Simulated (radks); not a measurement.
All-electron atom: neutral osmium in [Xe] 4f14 5d6 6s1 6f1 (not the ground configuration). Calculated with a radial shooting solver on a logarithmic mesh with Libxc functionals: scalar-relativistic Kohn-Sham, PBE, spin-unpolarised, spherical densities, point nucleus.

Unscreened Slater integrals over Kohn-Sham orbitals (hartree).

F0(6f,6f): 0.030803
F2(6f,6f): 0.016204
F4(6f,6f): 0.011503
F6(6f,6f): 0.0089918
F0(6f,6s): 0.043914
G3(6f,6s): 0.00032194
F0(6f,5d): 0.043940
F2(6f,5d): 0.0010816
F4(6f,5d): 0.00017582
G1(6f,5d): 0.00012761
G3(6f,5d): 7.1942e-05
G5(6f,5d): 4.8957e-05
F0(6f,5p): 0.043946
F2(6f,5p): 0.00047154
G2(6f,5p): 1.0499e-05
G4(6f,5p): 6.9351e-06
F0(6s,6s): 0.32402
F0(6s,5d): 0.37821
G2(6s,5d): 0.10255
F0(6s,5p): 0.40356
G1(6s,5p): 0.030030
F0(5d,5d): 0.51829
F2(5d,5d): 0.26391
F4(5d,5d): 0.17265
F0(5d,5p): 0.60765
F2(5d,5p): 0.28972
G1(5d,5p): 0.34109
G3(5d,5p): 0.20975
F0(5p,5p): 0.76976
F2(5p,5p): 0.41451

Derived for the open shells (J is the average intra-shell exchange parameter used in DFT+U). 5d: Racah B = F2/49 - 5 F4/441 = 0.003428 hartree, C = 35 F4/441 = 0.01370 hartree, C/B = 4.00, F4/F2 = 0.654, J = (F2 + F4)/14 = 0.03118 hartree. 6f: F4/F2 = 0.710, F6/F2 = 0.555, J = (286 F2 + 195 F4 + 250 F6)/6435 = 0.001418 hartree.
